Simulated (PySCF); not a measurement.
Isomers of CH13NOSi4, mass 167.007 u with the commonest isotopes. Method used: PySCF 2.14.0, PBE0-D3(BJ)/def2-SVP geometry optimisation, gas phase. One conformer each, none proved a minimum here; rigid rotors.

**Question.** Order these by rotational constant C, largest first.
A. `[CH3:1][Si@@H:2]([O:3][SiH3:4])[N:5]([SiH3:6])[SiH3:7]` with C1–Si2–O3–Si4 -12°, C1–Si2–N5–Si6 66°
B. `[CH3:1][SiH2:2][O:3][SiH2:4][N:5]([SiH3:6])[SiH3:7]` with C1–Si2–O3–Si4 87°, Si2–O3–Si4–N5 -145°, O3–Si4–N5–Si6 2°
C. `[CH3:1][O:2][Si:3]([SiH3:4])([SiH3:5])[SiH2:6][NH2:7]` with C1–O2–Si3–Si4 -57°, O2–Si3–Si6–N7 -170°, Si3–Si6–N7–H -55° and 163°
D. `[CH3:1][NH:2][Si@H:3]([SiH3:4])[SiH2:5][SiH2:6][OH:7]` with C1–N2–Si3–Si4 63°, N2–Si3–Si5–Si6 -32°, Si3–Si5–Si6–O7 75°, Si5–Si6–O7–H -165°
E. `[CH3:1][NH:2][Si@H:3]([SiH3:4])[SiH2:5][O:6][SiH3:7]` with C1–N2–Si3–Si4 62°, N2–Si3–Si5–O6 70°, Si3–Si5–O6–Si7 -99°

**Answer.** C (797.0 MHz), E (678.2 MHz), A (579.7 MHz), D (532.4 MHz), B (520.2 MHz).

**Question.** Order these by radius of gyration √(Σ m r²/M), largest first.
A. `[CH3:1][SiH2:2][O:3][SiH2:4][N:5]([SiH3:6])[SiH3:7]` with C1–Si2–O3–Si4 87°, Si2–O3–Si4–N5 -145°, O3–Si4–N5–Si6 2°
B. `[CH3:1][O:2][Si:3]([SiH3:4])([SiH3:5])[SiH2:6][NH2:7]` with C1–O2–Si3–Si4 -57°, O2–Si3–Si6–N7 -170°, Si3–Si6–N7–H -55° and 163°
C. `[CH3:1][NH:2][Si@H:3]([SiH3:4])[SiH2:5][O:6][SiH3:7]` with C1–N2–Si3–Si4 62°, N2–Si3–Si5–O6 70°, Si3–Si5–O6–Si7 -99°

**Answer.** A (2.470 Å), C (2.338 Å), B (2.261 Å).

**Question.** Order these by dipole moment, largest first.
A. `[CH3:1][SiH2:2][O:3][SiH2:4][N:5]([SiH3:6])[SiH3:7]` with C1–Si2–O3–Si4 87°, Si2–O3–Si4–N5 -145°, O3–Si4–N5–Si6 2°
B. `[CH3:1][Si@@H:2]([O:3][SiH3:4])[N:5]([SiH3:6])[SiH3:7]` with C1–Si2–O3–Si4 -12°, C1–Si2–N5–Si6 66°
C. `[CH3:1][O:2][Si:3]([SiH3:4])([SiH3:5])[SiH2:6][NH2:7]` with C1–O2–Si3–Si4 -57°, O2–Si3–Si6–N7 -170°, Si3–Si6–N7–H -55° and 163°
D. `[CH3:1][NH:2][Si@H:3]([SiH3:4])[SiH2:5][SiH2:6][OH:7]` with C1–N2–Si3–Si4 63°, N2–Si3–Si5–Si6 -32°, Si3–Si5–Si6–O7 75°, Si5–Si6–O7–H -165°
E. `[CH3:1][NH:2][Si@H:3]([SiH3:4])[SiH2:5][O:6][SiH3:7]` with C1–N2–Si3–Si4 62°, N2–Si3–Si5–O6 70°, Si3–Si5–O6–Si7 -99°

**Answer.** D (2.45 D), E (1.85 D), C (1.51 D), B (1.27 D), A (1.12 D).

```csv
SMILES,point group,Ia (u·Å²),Ib (u·Å²),Ic (u·Å²),κ,μa (D),μb (D),μc (D)
CO[Si]([SiH3])([SiH3])[SiH2]N,C1,502.28,571.16,634.07,-0.16,1.37,0.61,0.11
CN[Si@H]([SiH3])[SiH2]O[SiH3],C1,381.14,699.99,745.20,-0.86,0.01,1.67,0.78
C[SiH2]O[SiH2]N([SiH3])[SiH3],C1,219.93,846.10,971.48,-0.91,0.84,0.11,0.73
C[Si@@H](O[SiH3])N([SiH3])[SiH3],C1,272.03,671.54,871.83,-0.73,0.56,0.97,0.59
CN[Si@H]([SiH3])[SiH2][SiH2]O,C1,283.83,788.38,949.23,-0.83,1.20,1.94,0.88
```
